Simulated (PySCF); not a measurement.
**State search for ZrBr⁺**

Unrestricted PBE0; Zr def2-TZVPPD with ECP28, Br def2-TZVPPD; scalar-relativistic core potentials (PySCF 2.14). Outer shells of the fragments: Zr+ 4d2 5s1; Br 3d10 4s2 4p5.

Followed along the bond (rough minima from three points):

```csv
2Ms+1,unpaired,⟨S²⟩ at the start,R at minimum (Å),Te (eV)
3,"σ ↑, δ ↑",2.01,2.38,0.00
3,"π ↑, δ ↑",2.01,2.45,0.44
3,δ ↑↑,2.01,2.42,0.45
1,"σ ↓, δ ↑",1.00,2.38,0.66
1,δ ↑↓,1.00,2.42,0.68
1,"π ↓, δ ↑",1.00,2.44,0.68
```

Solutions found at the starting distance of 2.620 Å, counted from the lowest of them; the search is not exhaustive and high or unbound solutions are not listed, so other states can lie among these:

```tsv
2Ms+1	unpaired	term	E (eV)	⟨S²⟩	⟨Lz²⟩	μ (D)
3	σ ↑, δ ↑	³Δ	0.00	2.01	4.01	-8.60
3	π ↑, δ ↑	mixed	0.26	2.01	4.50	-9.15
3	δ ↑↑	³Σ⁻	0.36	2.01	0.00	-9.13
1	π ↓, δ ↑	mixed	0.54	1.00	3.82	-8.92
1	δ ↑↓	mixed	0.59	1.00	8.01	-9.13
1	σ ↓, δ ↑	mixed	0.67	1.00	4.00	-8.60
1	π ↓, δ ↑	mixed	0.71	1.00	5.01	-9.08
3	σ ↑, π ↑	mixed	0.86	2.01	1.26	-8.18
1	σ ↑, π ↓	mixed	1.14	1.00	1.74	-8.50
1	none	mixed	1.15	0.00	8.00	-9.03
1	π ↑↓	mixed	1.25	1.01	2.01	-9.18
1	none	¹Σ⁺	1.32	0.00	0.00	-7.96
1	none	mixed	2.08	0.00	2.01	-8.75
3	σ ↑↑	³Σ⁺	2.18	2.01	0.00	-4.90
```

A term symbol is given only where ⟨S²⟩ and ⟨Lz²⟩ are close to those of a pure state; real π, δ and φ orbitals otherwise mix terms. A positive dipole points towards Br; it is taken about the centre of mass and depends on that origin.

Problem. Compare the gap between the two lowest followed solutions at the starting distance with the gap between their minima.

Solution. At PBE0 the second solution (triplet, unpaired electrons π ↑, δ ↑) lies +0.26 eV from the first (triplet, unpaired electrons σ ↑, δ ↑) at 2.620 Å and +0.44 eV at the minima; the two curves relax by different amounts, since their minima lie near 2.45 and 2.38 Å.

Spin–orbit coupling is left out. With d or f electrons several states lie close, and the lowest PBE0 determinant need not be the measured ground state.
